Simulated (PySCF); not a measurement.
Species: C₁₀H₁₄.
Atom-mapped SMILES: `[CH2:1]=[C:2]([CH3:3])[C:4]1=[CH:5][C@@H:6]2[C@H:7]([CH3:8])[C@@H:9]2[CH2:10]1` (hydrogens: H11, H12 on C1; H13, H14, H15 on C3; H16 on C5; H17 on C6; H18 on C7; H19, H20, H21 on C8; H22 on C9; H23, H24 on C10)

Computed by this run: PBE0-D3(BJ)/def2-SVP geometry optimisation, gas phase (PySCF); density fitting, grid level 1; the optimiser is geomeTRIC in internal coordinates, started from a GFN2-xTB structure with every atom displaced at random (about 0.01 Å).

The end geometry, which sets the zero of energy:
```
atom  x, y, z in Å
C1      2.4112   -0.9036   -0.1002
C2      1.7743    0.1922    0.3524
C3      2.4292    1.1224    1.3330
C4      0.4254    0.5283   -0.1026
C5     -0.3155    1.5848    0.3005
C6     -1.6672    1.5887   -0.3006
C7     -2.5709    0.4086    0.0193
C8     -2.3831   -0.5017    1.2009
C9     -1.7039    0.3706   -1.2048
C10    -0.3420   -0.2983   -1.1130
H11     3.4220   -1.1498    0.2352
H12     1.9474   -1.5874   -0.8143
H13     2.5400    2.1319    0.9049
H14     1.8233    1.2271    2.2472
H15     3.4256    0.7612    1.6213
H16     0.0155    2.3419    1.0142
H17    -2.1378    2.5385   -0.5712
H18    -3.6224    0.6156   -0.2104
H19    -2.9231   -0.1191    2.0810
H20    -2.7721   -1.5089    0.9814
H21    -1.3243   -0.6041    1.4789
H22    -2.1943    0.4175   -2.1802
H23    -0.4161   -1.3550   -0.8004
H24     0.1735   -0.2988   -2.0887
```

Task: These geometries come from the run, each turned onto the end geometry. Order them by energy, lowest first.
A.
```
atom  x, y, z in Å
C1      2.3984   -0.9082   -0.0917
C2      1.7711    0.1919    0.3555
C3      2.4244    1.1226    1.3344
C4      0.4159    0.5271   -0.1103
C5     -0.3138    1.5900    0.2925
C6     -1.6681    1.5896   -0.3016
C7     -2.5663    0.4054    0.0232
C8     -2.3677   -0.5039    1.2004
C9     -1.7078    0.3735   -1.2088
C10    -0.3452   -0.2894   -1.1272
H11     3.4186   -1.1491    0.2533
H12     1.9392   -1.5994   -0.8053
H13     2.5762    2.1180    0.8873
H14     1.7936    1.2642    2.2263
H15     3.3987    0.7361    1.6615
H16     0.0157    2.3355    1.0168
H17    -2.1461    2.5388   -0.5661
H18    -3.6182    0.6096   -0.2029
H19    -2.9061   -0.1294    2.0823
H20    -2.7380   -1.5159    0.9831
H21    -1.2962   -0.5895    1.4770
H22    -2.2103    0.4282   -2.1746
H23    -0.4209   -1.3563   -0.8191
H24     0.1674   -0.2870   -2.1024
```
B.
```
atom  x, y, z in Å
C1      2.4118   -0.9010   -0.1037
C2      1.7797    0.1957    0.3540
C3      2.4444    1.1201    1.3321
C4      0.4266    0.5365   -0.0951
C5     -0.3268    1.5874    0.2999
C6     -1.6780    1.5885   -0.3021
C7     -2.5772    0.4045    0.0180
C8     -2.3932   -0.5013    1.2032
C9     -1.7022    0.3671   -1.2021
C10    -0.3343   -0.2906   -1.1078
H11     3.4239   -1.1644    0.2195
H12     1.9401   -1.5778   -0.8191
H13     2.5846    2.1219    0.8946
H14     1.8303    1.2492    2.2375
H15     3.4275    0.7367    1.6368
H16    -0.0050    2.3431    1.0189
H17    -2.1537    2.5347   -0.5762
H18    -3.6279    0.6064   -0.2205
H19    -2.9448   -0.1225    2.0778
H20    -2.7655   -1.5147    0.9829
H21    -1.3349   -0.5905    1.4936
H22    -2.1925    0.4117   -2.1779
H23    -0.4016   -1.3501   -0.7981
H24     0.1830   -0.2878   -2.0825
```
C.
```
atom  x, y, z in Å
C1      2.4137   -0.9234   -0.0969
C2      1.7490    0.1796    0.3436
C3      2.3817    1.1056    1.3294
C4      0.4450    0.5286   -0.0957
C5     -0.3200    1.5752    0.2904
C6     -1.6594    1.5966   -0.3130
C7     -2.5472    0.4145    0.0146
C8     -2.3146   -0.4813    1.1932
C9     -1.6986    0.3829   -1.1933
C10    -0.3511   -0.3096   -1.0926
H11     3.3801   -1.1419    0.2396
H12     1.9592   -1.5788   -0.7999
H13     2.4169    2.1311    0.9321
H14     1.8103    1.1343    2.2702
H15     3.4082    0.7684    1.5653
H16    -0.0079    2.3646    0.9942
H17    -2.1090    2.5515   -0.5592
H18    -3.6183    0.6074   -0.1712
H19    -2.8829   -0.1239    2.0631
H20    -2.7098   -1.4853    0.9784
H21    -1.2935   -0.5391    1.4499
H22    -2.1617    0.3825   -2.1932
H23    -0.4402   -1.3314   -0.7939
H24     0.1645   -0.3054   -2.0710
```

Result: B (0.005 eV), A (0.012 eV), C (0.222 eV).

In the order of the answer:

```
step  E above end (eV)  largest force (eV/Å)  rms force component (eV/Å)  rms distance from end (Å)  rms bond change (Å)  bond most changed (Å)
   2             0.005                  0.21                       0.042                      0.018                0.001           C2–C4 +0.003
   1             0.012                  0.50                       0.141                      0.024                0.004          C8–H21 +0.011
   0             0.222                  2.50                       0.678                      0.051                0.020          C1–H11 -0.047
```

The cost below is that of the whole optimisation. The run took 1.9 min of wall time on one thread of an Intel Xeon 6975P-C, shared host with 48 logical CPUs at a one-minute load of 14, and the process peaked at 0.92 GiB of memory.
